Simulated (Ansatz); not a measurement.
## What each rung costs, and what it gives

Saddle point of SiH2BrCl3, singlet (SiHCl₃ ([Cl][SiH]([Cl])[Cl]) + HBr → SiHBrCl₂ ([Cl][SiH]([Cl])[Br]) + HCl; bonds formed: Si1–Br7, Cl2–H6; bonds broken: Si1–Cl2, H6–Br7), PBE0-D4/def2-TZVP structure:

Si1  (-0.582, -0.020, -0.202)
Cl2  (1.403, -1.232, 0.313)
Cl3  (-1.257, -1.719, -1.167)
Cl4  (-1.402, 0.043, 1.651)
H5  (-1.189, 0.967, -1.105)
H6  (1.823, 0.166, 0.413)
Br7  (1.203, 1.795, 0.097)
(Å)

Barriers are electronic and count from the start structure reached by relaxing down the imaginary mode.

Computed with Ansatz 0.2.0 (basis: as named in each row); correlated methods freeze the cores. Filled d shells of the heavier atoms are correlated. The def2 sets are not built for correlating such inner shells, so the correlated values are less sure here. B3LYP uses VWN-RPA correlation. Extrapolation: Hartree–Fock as exp(−7.88 √X), correlation as X^−2.97.

Times are rough, for one single point on 8 threads of a shared host (Arm Neoverse V2).

The estimate by CCSD(T) at an estimated basis limit (MP2 extrapolated from triple and quadruple zeta, plus CCSD(T) − MP2 in triple zeta) is 1.767 eV.

| method | basis | time (s) | barrier (eV) | method less estimate |
| --- | --- | --- | --- | --- |
| HF | STO-3G | under 1 | 2.711 | 0.944 |
| PBE-D4 | STO-3G | under 1 | 0.947 | -0.820 |
| SPW92 | def2-SVP | under 1 | 0.988 | -0.778 |
| PBE-D4 | def2-SVP | under 1 | 1.298 | -0.468 |
| B3LYP-D4 | 6-31G | under 1 | 1.653 | -0.114 |
| SPW92 | def2-TZVPP | under 1 | 1.006 | -0.761 |
| PBE0-D4 | def2-SVP | under 1 | 1.541 | -0.226 |
| PBE-D4 | def2-TZVPP | 1 | 1.305 | -0.461 |
| BLYP-D4 | def2-TZVPP | 1 | 1.513 | -0.254 |
| B3LYP-D4 | def2-TZVPP | 2 | 1.688 | -0.079 |
| BHLYP-D4 | def2-TZVPP | 2 | 1.948 | 0.182 |
| CAM-B3LYP-D4 | def2-TZVPP | 2 | 1.832 | 0.065 |
| PBE0-D4 | def2-TZVPP | 2 | 1.535 | -0.232 |
| RPA on PBE | def2-TZVPP | 3 | 1.839 | 0.072 |
| r2SCAN-D4 | def2-TZVPP | 3 | 1.497 | -0.269 |
| wB97M-V | def2-SVP | 3 | 1.713 | -0.053 |
| CCSD(T) | def2-SVP | 3 | 2.053 | 0.286 |
| B2PLYP | def2-TZVPP | 3 | 1.798 | 0.032 |
| PBE-QIDH | def2-TZVPP | 4 | 1.718 | -0.049 |
| r2SCAN0-D4 | def2-TZVPP | 4 | 1.645 | -0.121 |
| wB97X-V | def2-TZVPP | 5 | 1.820 | 0.054 |
| B97M-V | def2-TZVPP | 6 | 1.767 | 0.000 |
| wB97M-V | def2-TZVPP | 6 | 1.733 | -0.034 |
| MP2 | def2-QZVPP | 11 | 1.689 | -0.077 |
| CCSD(T) | def2-TZVPP | 100 | 1.861 | 0.095 |

All methods are single points on the PBE0-D4 structures.

No T1 diagnostic of these runs exceeds 0.010.

Labels in which every atom is bracketed show which atoms are joined, not bond orders.
